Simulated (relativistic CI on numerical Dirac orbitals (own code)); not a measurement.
Calculated at this level of theory: Dirac-Coulomb-Breit CI, KLI orbitals optimised for each configuration, QED by a radiative potential, unscaled Slater integrals (own radial code, finite nucleus).

The strongest absorption lines from the ground level of an ion, among the configurations computed and to levels below about 8310 eV (vacuum wavelength in Å, gf): 1.4989 (0.12), 1.5095 (0.062), 1.8459 (0.00089), 1.9691 (0.39), 1.9880 (0.035), 2.0155 (0.26), 19.259 (0.18), 89.784 (0.0091).

Problem. Which ion is it?
A. Tb⁶¹⁺
B. I⁴⁹⁺
C. La⁵³⁺
D. La⁵¹⁺

Solution. C. La⁵³⁺ has 4 electrons and the ground level 2s² ¹S0; the strongest line goes to 2s3p ¹P°1. The pattern of lines fixes the number of electrons, and along that sequence the line energies rise steadily with the charge (about as its square where n changes within one kind of shell, about linearly where n is kept but much faster in heavy ions where fine structure, which grows about as Z⁴, sets the gap, and irregularly where shells cross), which fixes Z. Configurations outside the model, such as inner-shell arrays, can give stronger lines. At this charge energies of transitions that change n are usually good to better than 1 %, and those within a shell (Δn = 0) to a few per cent.

LS names give the leading component of a level, which can be under half, so a name can repeat, a term be missing and a line seem to break the LS rules.
